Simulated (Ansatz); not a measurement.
`ClC(Br)(Br)Br` + H₂ → `BrC(Br)Br` + HCl  (hydrogenolysis of a C–Cl bond)

Program: Ansatz. Geometries: PBE0-D4/def2-TZVP. ΔE: electronic, gas phase. CCSD(T)/CBS adds triple-zeta CCSD(T) − MP2 to the extrapolated MP2 energy (def2 sets, frozen cores). This one scheme is used for every species. Functionals use def2-TZVPP. B3LYP here is the variant with VWN-RPA as its local correlation; programs differ in this. HSE06 is defined as in plane-wave codes. For Br outer-core shells are correlated without core-valence functions, which leaves a few kJ/mol of doubt a bond. Scalar relativity is left out up to krypton.

`ClC(Br)(Br)Br`:

Z-matrix (Å, degrees):
```
C
Cl 1 1.751
Br 1 1.936 2 109.6
Br 1 1.936 2 109.6 3 -120.0
Br 1 1.937 2 109.6 3 120.0
```

H₂:

```xyz
2

H     0.265    0.226   -0.133
H    -0.265   -0.226    0.133
```

`BrC(Br)Br`:

Z-matrix (Å, degrees):
```
C
Br 1 1.922
Br 1 1.922 2 111.8
Br 1 1.922 2 111.8 3 -126.1
H 1 1.083 2 107.1 3 116.9
```

HCl:

Z-matrix (Å, degrees):
```
Cl
H 1 1.279
```

```
             level  ΔE (kJ/mol)  difference from CCSD(T)/CBS
       LDA (SPW92)       -108.2                          9.2
            PBE-D4       -108.6                          8.8
         revPBE-D4       -102.8                         14.6
           BLYP-D4       -107.2                         10.2
         r2SCAN-D4       -116.6                          0.8
            B97M-V       -122.8                         -5.4
           PBE0-D4       -121.4                         -4.0
          B3LYP-D4       -119.1                         -1.7
        r2SCANh-D4       -120.4                         -3.0
        r2SCAN0-D4       -125.9                         -8.5
          HSE06-D4       -121.3                         -3.9
      CAM-B3LYP-D4       -127.5                        -10.1
           ωB97X-V       -122.1                         -4.7
           ωB97M-V       -120.0                         -2.6
          PBE-QIDH       -126.1                         -8.7
               PBE       -116.6                          0.8
            revPBE       -121.0                         -3.6
              BLYP       -124.5                         -7.1
            r2SCAN       -118.2                         -0.8
              PBE0       -128.3                        -10.9
             B3LYP       -132.6                        -15.2
           r2SCANh       -122.2                         -4.8
           r2SCAN0       -128.0                        -10.6
             BHLYP       -144.0                        -26.6
         CAM-B3LYP       -134.7                        -17.3
           LC-ωPBE       -132.8                        -15.4
       HF/def2-SVP       -169.5                        -52.1
      MP2/def2-SVP       -117.7                         -0.3
     CCSD/def2-SVP       -134.9                        -17.5
     HF/def2-TZVPP       -163.3                        -45.9
    MP2/def2-TZVPP       -112.6                          4.8
SCS-MP2/def2-TZVPP       -119.1                         -1.7
   CCSD/def2-TZVPP       -135.1                        -17.7
CCSD(T)/def2-TZVPP       -125.4                         -8.0
     HF/def2-QZVPP       -163.4                        -46.0
    MP2/def2-QZVPP       -108.0                          9.4
SCS-MP2/def2-QZVPP       -115.6                          1.8
      HF/CBS(def2)       -163.4                        -46.0
     MP2/CBS(def2)       -104.6                         12.8
    CCSD/CBS(def2)       -127.0                         -9.6
       CCSD(T)/CBS       -117.4                            0
```

What do rigid-rotor, harmonic-oscillator terms from PBE0-D4/def2-TZVP frequencies (298.15 K, 1 bar) make of the CCSD(T)/CBS value? (Estimate.)

The calculation gave: ΔZPE = +18.8 kJ/mol, ΔH = -102.1 kJ/mol, ΔS = 30 J/(mol·K), ΔG = -111.2 kJ/mol.

Largest T1 diagnostic among the species: 0.008.

The D4 term adds +13.5 kJ/mol with B3LYP and +6.9 kJ/mol with PBE0; it sums over pairs of atoms, weighted by their polarisabilities, and B3LYP, whose exchange is more repulsive, gets the larger term. In def2-TZVPP, CCSD(T) changes the Hartree–Fock value by +37.9 kJ/mol (the triples alone add +9.6 kJ/mol) and MP2 by +50.7 kJ/mol. At CCSD(T), def2-SVP lies −9.4 kJ/mol from the extrapolated value and def2-TZVPP −8.1 kJ/mol.
